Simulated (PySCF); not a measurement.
## Radial density of Re (rhenium, neutral)

UHF, [Xe] 4f14 5d4 6s2 6p1, one real determinant (an excited configuration). Computed with PySCF 2.14 in aug-cc-pVQZ-PP with ECP60MDF, with a scalar-relativistic core potential. This is the valence pseudo-density: the core potential removes the inner electrons and smooths the orbitals near the nucleus.

| r (bohr) | 4πr²ρ (e/bohr) | 4πr²(ρα − ρβ) |
| --- | --- | --- |
| 0.141 | 1.451e-05 | 0.0000 |
| 0.238 | 0.0006178 | 0.0001 |
| 0.399 | 0.08461 | 0.0056 |
| 0.672 | 4.268 | 0.2775 |
| 1.13 | 11.36 | 2.3200 |
| 1.90 | 3.983 | 2.1462 |
| 3.20 | 1.295 | 0.6189 |
| 5.38 | 0.2396 | 0.1268 |
| 9.05 | 0.009189 | 0.0075 |
| 15.2 | 1.982e-05 | 0.0000 |

⟨L²⟩ = 8.30 against 12 for a pure F term, so this real determinant mixes terms. Energies and moments cover only the electrons outside the core potential. Spin-orbit coupling, absent here, splits the open shell strongly.
